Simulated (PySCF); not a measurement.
# Reading the logs of faulty runs: AlB2CH6

These are calculations, not measurements. The program is PySCF 2.14.0, an open-source quantum chemistry code, run on an isolated molecule that a program drew, which may never have been made. The molecule is AlB2CH6 (charge 0, doublet), drawn as the SMILES string `CB[BH][AlH]`.

Each row is a Hartree-Fock (HF) and frozen-core CCSD(T) single point in the cc-pV(D+d)Z basis, meant for a local HF minimum. Run 1 is clean. Each other run has one planted mistake out of seven kinds, and not every kind appears here: one electron removed, one electron added, multiplicity raised by two, geometry at a saddle point, minimal basis STO-3G, one bond length entered in bohr, all coordinates scaled. The reference is restricted for singlets and unrestricted otherwise, and also for a bond in bohr. Adding or removing an electron swaps singlet and doublet. Electrons count all cores. HOMO and LUMO are orbital energies over both spins, the gradient is its largest component, and the lowest frequency (negative if imaginary) is given only where the gradient is small. Bond lengths are over the 9 bonds as drawn. T1 is the CCSD diagnostic: over 0.02 (restricted) or 0.045 (unrestricted) a single reference is doubtful.

Geometry of the clean run:
```xyz
10
AlB2CH6, angstrom
C    -1.2653   -1.0615    1.3190
B     0.0661   -0.9422    0.4669
B     0.2527   -0.0797   -0.9573
Al   -0.2841   -0.7607   -2.9116
H    -1.0651   -0.7719    2.3572
H    -1.5698   -2.1153    1.3604
H    -2.1119   -0.4764    0.9541
H     1.0272   -1.5568    0.8731
H     0.6498    1.0615   -0.9214
H     0.6985   -1.5075   -3.9195
```

| run | electrons | basis functions | <S^2> | HOMO (eV) | LUMO (eV) | gradient (hartree/bohr) | lowest frequency (cm^-1) | mean bond (Å) | longest bond (Å) | T1 | HF (hartree) | CCSD(T) (hartree) | mistake |
|---|---|---|---|---|---|---|---|---|---|---|---|---|---|
| 1 | 35 | 95 | 0.790 | -7.60 | 0.81 | 1.7e-05 | 65 | 1.4109 | 2.138 | 0.0224 | -332.57408 | -332.99827 | no fault |
| 2 | 35 | 95 | 3.793 | -6.57 | -0.99 | 3.2e-02 | - | 1.4109 | 2.138 | 0.0274 | -332.46802 | -332.88095 | multiplicity raised by two |
| 3 | 34 | 95 | 0.000 | -15.31 | -6.16 | 3.2e-02 | - | 1.4109 | 2.138 | 0.0169 | -332.32148 | -332.73751 | ? |
| 4 | 35 | 95 | 1.414 | -7.63 | 0.72 | 1.9e-02 | - | 1.5306 | 2.288 | 0.0625 | -332.46117 | -332.88723 | ? |

**Which mistake was planted in run 3, and what did it cost?**

It counts 34 electrons, one fewer than the clean run, at the same geometry and basis. So the mistake is: one electron removed. Subtracting run 1 and multiplying by 627.51 kcal/mol a hartree, the energy moved by 158.5 kcal/mol in HF and 163.6 kcal/mol in CCSD(T).

**Which mistake was planted in run 4, and what did it cost?**

The mean bond changes by a factor of 1.085 and the longest by 1.070, so the molecule wasn't scaled as a whole. A length L in bohr read as angstrom grows by (1/0.5292 - 1) L = 0.890 L. The 9 bonds together grew by 9 x 0.1197 = 1.077 Å, which gives L = 1.211 Å. That is the length of one of the B-H bonds, 1.211 Å in the clean geometry. So the mistake is: one bond length entered in bohr. Subtracting run 1 and multiplying by 627.51 kcal/mol a hartree, the energy moved by 70.9 kcal/mol in HF and 69.7 kcal/mol in CCSD(T).

Cautions from the logs. Run 4: T1 is over the limit, so its CCSD(T) energy is less reliable.
